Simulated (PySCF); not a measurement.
Static response to an electric field

(MeSi)4O6 adamantane, C4H12O6Si4.
Cartesian coordinates in Å at the PBE0-D3(BJ)/def2-SVP level; atoms count from 1:
```
atom  x, y, z in Å
Si1   -0.0284    1.7098   -0.3891
C2    -0.0568    3.4985   -0.7895
O3    -1.5183    0.9675   -0.5777
Si4   -1.6070   -0.6692   -0.2320
C5    -3.2817   -1.3807   -0.4581
O6    -1.0388   -0.8228    1.3359
Si7    0.4871   -0.2146    1.6629
C8     1.0041   -0.4385    3.4076
O9     0.4341    1.3910    1.1886
O10    1.5056   -0.9670    0.5666
Si11   1.1255   -0.8192   -1.0582
C12    2.3120   -1.6802   -2.1592
O13    1.0279    0.8286   -1.3450
O14   -0.4442   -1.3861   -1.2013
H15    0.9409    3.9377   -0.6445
H16   -0.7704    4.0220   -0.1369
H17   -0.3596    3.6491   -1.8359
H18   -3.5676   -1.3615   -1.5198
H19   -4.0210   -0.8052    0.1176
H20   -3.2973   -2.4230   -0.1075
H21    0.2403   -0.0337    4.0872
H22    1.9534    0.0856    3.5909
H23    1.1433   -1.5066    3.6292
H24    3.3283   -1.2912   -2.0003
H25    2.0361   -1.5247   -3.2123
H26    2.3110   -2.7597   -1.9494
```

Level: PBE0/def2-SVPD (PySCF), static field, nuclei fixed, core orbitals frozen in the response. The polarisability tensor in these axes (au):

```
x   137.96   0.02  -0.03
y     0.02 138.02   0.00
z    -0.03   0.00 137.93
```

Problem. What are the eigenvalues, a third of the trace, and Δα (Δα² = ½Σ(αi − αj)² over the three pairs)?

Solution. Principal values 137.91, 137.97 and 138.02 au; mean 137.97 au = 20.44 Å³ = 22.75 × 10⁻⁴⁰ C²·m²/J; Δα = 0.10 au (0 % of the mean).

Problem. What is the dipole moment?

Solution. 0.03 D at this geometry.

Problem. Find the Langevin capture rate constant for H3O+ (19.018 u) meeting this molecule (267.971 u), k = 2.342 × 10⁻⁹ cm³/s × √(α in Å³ / reduced mass in u).

Solution. The reduced mass is 17.76 u, so k = 2.51 × 10⁻⁹ cm³/s.

Problem. Give the eigenvalues of the traceless quadrupole moment Θ = ½Σq(3rr − r²1), origin at the centre of nuclear charge.

Solution. -0.03, 0.00, 0.02 D·Å. The electronic extent ⟨r²⟩ about the same centre is 3273 bohr², a root-mean-square distance of 2.56 Å for the 140 electrons.

Problem. Form Σ f/ω² (atomic units) for the 10 lowest TDDFT singlets, given as eV and f, and set it beside the mean polarisability, which is this sum over all singlets: 8.11, 0.0000; 8.11, 0.0000; 8.11, 0.0000; 8.45, 0.1787; 8.46, 0.1792; 8.46, 0.1787; 8.75, 0.0000; 8.75, 0.0000; 8.92, 0.0000; 8.92, 0.0000.

Solution. They add up to 5.55 au, 4.0 % of the 137.97 au; the largest single term is 1.86 au, from the state at 8.46 eV. Terms in order: 0.00, 0.00, 0.00, 1.85, 1.86, 1.85, 0.00, 0.00, 0.00, 0.00 au. Higher excitations give the rest. The strengths listed sum to 0.537.

Geometry: PBE0-D3(BJ)/def2-SVP, one conformer, isolated molecule.
